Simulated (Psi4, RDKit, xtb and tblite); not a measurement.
Conformational energy of C₂H₂ClF₃Si, SMILES C(=C/[Si](F)(F)F)/Cl. Scanned: dihedral F1–Si2–C5–C6; all other coordinates were relaxed at B3LYP-D3(BJ)/def2-SVP. Heavy atoms are numbered in the order of the SMILES F[Si](F)(F)/C=C\Cl, hydrogens after them in the order of the atoms that carry them; the mirror image has the same energies with the sign of each dihedral reversed.

GFN2-xTB, on its own relaxed geometries (the stored frames are those of B3LYP-D3(BJ)/def2-SVP) (xtb and tblite); MMFF94 // B3LYP-D3(BJ)/def2-SVP (RDKit); PBE-D3(BJ)/def2-TZVP // B3LYP-D3(BJ)/def2-SVP (Psi4).

Energies relative to the lowest point of each profile, in kcal/mol; the last columns give the difference from PBE-D3(BJ):

| φ / ° | GFN2-xTB | MMFF94 | PBE-D3(BJ)/def2-TZVP | GFN2-xTB − PBE-D3(BJ)/def2-TZVP | MMFF94 − PBE-D3(BJ)/def2-TZVP |
|---|---|---|---|---|---|
| 0 | 0.62 | 0.03 | 0.84 | -0.22 | -0.81 |
| 10 | 0.59 | 0.04 | 0.80 | -0.22 | -0.77 |
| 20 | 0.48 | 0.08 | 0.67 | -0.19 | -0.59 |
| 30 | 0.34 | 0.10 | 0.51 | -0.17 | -0.40 |
| 40 | 0.18 | 0.25 | 0.27 | -0.09 | -0.02 |
| 50 | 0.05 | 0.56 | 0.08 | -0.02 | 0.48 |
| 60 | 0.00 | 0.65 | 0.00 | 0.00 | 0.65 |
| 70 | 0.04 | 0.68 | 0.06 | -0.02 | 0.62 |
| 80 | 0.15 | 0.35 | 0.22 | -0.07 | 0.13 |
| 90 | 0.30 | 0.16 | 0.46 | -0.16 | -0.30 |
| 100 | 0.45 | 0.04 | 0.65 | -0.20 | -0.61 |
| 110 | 0.57 | 0.00 | 0.80 | -0.23 | -0.80 |

GFN2-xTB is furthest from PBE-D3(BJ)/def2-TZVP at 110 (-0.23 kcal/mol, below); its mean absolute difference over the points is 0.13 kcal/mol.

MMFF94 is furthest from PBE-D3(BJ)/def2-TZVP at 0 (-0.81 kcal/mol, below); its mean absolute difference over the points is 0.51 kcal/mol.

MMFF94 has few fitted parameters for silicon.
